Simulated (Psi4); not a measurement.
O2Se, triplet, geometry from GFN2-xTB (a higher spin typed on purpose: for a closed-shell molecule this is an excited state), atoms displaced at random by about 0.03 Å a coordinate; PBE0/def2-SVP, gradient run with Psi4.

Psi4 was given this input:
```
memory 2 GB

molecule {
0 3
  O    -1.30434281   -0.61424090    0.07142306
  Se    0.01255736    0.26219998    0.01426856
  O     1.39610796   -0.50010737    0.09942899
symmetry c1
no_reorient
no_com
}

set basis def2-svp
set reference uks

gradient('pbe0')
print_variables()
```

Write the output that Psi4 gives for this input, abridged.


```
gradient() will perform analytic gradient computation.

   => Loading Basis Set <=

    Name: DEF2-SVP
    Role: ORBITAL
    Keyword: BASIS

         ---------------------------------------------------------
                                   SCF
               by Justin Turney, Rob Parrish, Andy Simmonett
                          and Daniel G. A. Smith
                              UKS Reference
         ---------------------------------------------------------

  ==> Geometry <==

    Molecular point group: c1
    Full point group: C1

    Geometry (in Angstrom), charge = 0, multiplicity = 3:

       Center              X                  Y                   Z               Mass
    ------------   -----------------  -----------------  -----------------  -----------------
         O           -1.304342810000    -0.614240900000     0.071423060000    15.994914619570
         SE           0.012557360000     0.262199980000     0.014268560000    79.916521800000
         O            1.396107960000    -0.500107370000     0.099428990000    15.994914619570

  Running in c1 symmetry.

  Rotational constants: A =      1.07427  B =      0.28746  C =      0.22769 [cm^-1]
  Rotational constants: A =  32205.71111  B =   8617.90171  C =   6826.00296 [MHz]
  Nuclear repulsion =  194.446581437662985

  Charge       = 0
  Multiplicity = 3
  Electrons    = 50
  Nalpha       = 26
  Nbeta        = 24

  ==> Algorithm <==

  SCF Algorithm Type is DF.
  DIIS enabled.
  MOM disabled.
  Fractional occupation disabled.
  Guess Type is SAD.
  Energy threshold   = 1.00e-08
  Density threshold  = 1.00e-08
  Integral threshold = 1.00e-12

  ==> Primary Basis <==

  Basis Set: DEF2-SVP
    Blend: DEF2-SVP
    Number of shells: 24
    Number of basis functions: 60
    Number of Cartesian functions: 65
    Spherical Harmonics?: true
    Max angular momentum: 2

  ==> DFT Potential <==

   => LibXC <=

    Version 7.1.2
    S. Lehtola, C. Steigemann, M. J. T. Oliveira, and M. A. L. Marques,  SoftwareX 7, 1–5 (2018) (10.1016/j.softx.2017.11.002)

   => Composite Functional: PBE0 <=

    PBE0 Hyb-GGA Exchange-Correlation Functional

    C. Adamo and V. Barone,  J. Chem. Phys. 110, 6158 (1999) (10.1063/1.478522)
    M. Ernzerhof and G. E. Scuseria,  J. Chem. Phys. 110, 5029 (1999) (10.1063/1.478401)

    Deriv               =              1
    GGA                 =           TRUE
    Meta                =          FALSE

    Exchange Hybrid     =           TRUE
[...]
  @DF-UKS Final Energy: -2550.97211669961916
    Total Energy =                      -2550.9721166996191641
[...]
    wK tasked:                  No
    Integrals threads:           1
    Schwarz Cutoff:          1E-12
    Fitting Condition:       1E-10

   => Auxiliary Basis Set <=

  Basis Set: (DEF2-SVP AUX)
    Blend: DEF2-UNIVERSAL-JKFIT
    Number of shells: 110
    Number of basis functions: 420
    Number of Cartesian functions: 557
    Spherical Harmonics?: true
    Max angular momentum: 5

  ==> DFT Potential <==

   => LibXC <=

    Version 7.1.2
    S. Lehtola, C. Steigemann, M. J. T. Oliveira, and M. A. L. Marques,  SoftwareX 7, 1–5 (2018) (10.1016/j.softx.2017.11.002)

   => Composite Functional: PBE0 <=

    PBE0 Hyb-GGA Exchange-Correlation Functional

    C. Adamo and V. Barone,  J. Chem. Phys. 110, 6158 (1999) (10.1063/1.478522)
    M. Ernzerhof and G. E. Scuseria,  J. Chem. Phys. 110, 5029 (1999) (10.1063/1.478401)

    Deriv               =              1
    GGA                 =           TRUE
    Meta                =          FALSE

    Exchange Hybrid     =           TRUE
    MP2 Hybrid          =          FALSE

   => Exchange Functionals <=

    0.7500   Perdew, Burke & Ernzerhof

   => Exact (HF) Exchange <=

    0.2500               HF

   => Correlation Functionals <=

    1.0000   Perdew, Burke & Ernzerhof

   => LibXC Density Thresholds  <==

    XC_HYB_GGA_XC_PBEH:  1.00E-15

   => Molecular Quadrature <=

    Radial Scheme          =       TREUTLER
    Pruning Scheme         =           NONE
    Nuclear Scheme         =       TREUTLER

    Blocking Scheme        =         OCTREE
    BS radius alpha        =              1
    Pruning alpha          =              1
    Radial Points          =             75
    Spherical Points       =            302
    Total Points           =          63567
    Total Blocks           =            547
    Max Points             =            256
    Max Functions          =             59
    Weights Tolerance      =       1.00E-15

  -Total Gradient:
     Atom            X                  Y                   Z
    ------   -----------------  -----------------  -----------------
       1        0.069936149391     0.038140123699    -0.002310179150
       2        0.003372909492    -0.070121681517     0.006096927109
       3       -0.073321656012     0.032398062123    -0.003822857858

  Variable Map:
  ----------------------------------------------------------------------------
[...]
  Array Variable Map:
  ----------------------------------------------------------------------------
[...]
[...]
```
